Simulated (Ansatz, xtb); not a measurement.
## C4H4BrFSi: which of two isomers lies lower

We compare X, `F[Si@@H]1C=CC=C1Br`, a singlet, with Y, `F[Si@@H]1C=CC(Br)=C1`, a singlet. Both are isolated molecules in the gas phase, relaxed with B3LYP/def2-SVP.

**Question.** Estimate which is lower in electronic energy at CCSD(T)/def2-SVP + ΔMP2/def2-TZVPP, and by roughly how much.

**Answer.** The CCSD(T)/def2-SVP + ΔMP2/def2-TZVPP calculation puts structure Y lower, by 10.4 kJ/mol.

Level by level:

```tsv
level	geometry	E(Y) − E(X) (kJ/mol)	departure from the last row (kJ/mol)	job, with rough time for the two
GFN2-xTB	GFN2-xTB	−7.4	+3.0	optimisation, 0.14 s
HF/STO-3G	GFN2-xTB	−4.2	+6.2	single point, 0.54 s
r2SCAN-D4/def2-SVP	GFN2-xTB	−9.8	+0.6	single point, 3.4 s
B3LYP/def2-SVP	B3LYP/def2-SVP	−7.5	+2.9	optimisation, 43 s
HF/def2-SVP	B3LYP/def2-SVP	−6.1	+4.3	part of the CCSD(T) run
MP2/def2-SVP	B3LYP/def2-SVP	−9.7	+0.7	part of the CCSD(T) run
CCSD(T)/def2-SVP	B3LYP/def2-SVP	−7.8	+2.6	single point
CCSD(T)/def2-SVP + ΔMP2/def2-TZVPP	B3LYP/def2-SVP	−10.4		single point, 56 s
```

As drawn, both hold the same kinds of bond in the same numbers.

None of the levels shown reverses the order. The largest departure from CCSD(T)/def2-SVP + ΔMP2/def2-TZVPP is that of HF/STO-3G, 6.2 kJ/mol. The last row adds to CCSD(T) the change of the MP2 difference between the two basis sets, here −2.6 kJ/mol.

With thermal terms from frequencies at re-optimised GFN2-xTB minima (ideal gas, soft modes damped towards free rotors, one conformer each, 298.15 K, 1 atm): the zero-point term adds −0.4 kJ/mol; ΔH is −11.0 and ΔG −10.5 kJ/mol.

The correlated steps freeze 19 core orbitals; the filled d shell of Br is correlated, in a basis made for valence electrons. Programs: Ansatz 0.2.0, xtb 6.7.1; the last row on 2 threads of Intel(R) Xeon(R) 6975P-C (Granite Rapids) on a shared host.
